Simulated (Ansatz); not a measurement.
`[CH3][AlH][OH]` + CH₃NH₂ → `C[NH][AlH][OH]` + CH₄ at 500 K and 1 bar (ligand exchange at the Al–C bond).

Program: Ansatz. Geometries: PBE0-D4/def2-TZVP. ΔE: electronic, gas phase. CCSD(T)/CBS is the MP2 limit (def2-TZVPP, def2-QZVPP) plus CCSD(T) − MP2 in def2-TZVPP, frozen cores. This one scheme is used for every species. One conformer a species, not always the lowest.

| species | CCSD(T)/CBS energy (Eh) | H − E (kJ/mol) | S (J/(mol·K)) |
| --- | --- | --- | --- |
| `[CH3][AlH][OH]` | -358.31021 | 183.4 | 355.5 |
| CH₃NH₂ | -95.75281 | 191.8 | 270.3 |
| `C[NH][AlH][OH]` | -413.63722 | 239.9 | 386.9 |
| CH₄ | -40.46206 | 135.6 | 206.8 |

H − E and S are ideal-gas, rigid-rotor, harmonic terms from PBE0-D4/def2-TZVP, for one conformer and one mirror image of each species. 1 Eh = 2625.50 kJ/mol, R = 8.31446 J/(mol·K).

Problem. By hand: ΔE, ΔH, ΔS and ΔG.

Solution. ΔE = (-413.63722) + (-40.46206) − (-358.31021) − (-95.75281) = -0.03626 Eh = -95.2 kJ/mol. Δ(H − E) = 239.9 + 135.6 − 183.4 − 191.8 = 0.3, so ΔH = -94.9 kJ/mol. ΔS = 386.9 + 206.8 − 355.5 − 270.3 = -32.1 J/(mol·K). ΔG = -94.9 − 500 × (-32.1)/1000 = -78.9 kJ/mol.

Problem. By hand: the equilibrium constant, and the temperature at which ΔG would vanish if ΔH and ΔS stayed fixed.

Solution. log₁₀ K = −ΔG/(RT ln 10) = 8.2. ΔG = 0 at ΔH/ΔS = 2956 K, far beyond where these terms or the molecules hold.

ΔH outweighs TΔS. A doubt of 5 kJ/mol in ΔE shifts log₁₀ K by 0.5 here. Other conformers and mirror images would add mixing entropy, several J/(mol·K) or more a flexible species. Modes under 60 cm⁻¹, often nearly free rotors, make the harmonic entropy too high. These are equilibria of isolated gas molecules and say nothing of rates. Largest T1 diagnostic: 0.011 (customary marks: 0.02 for closed shells, 0.045 for open ones).
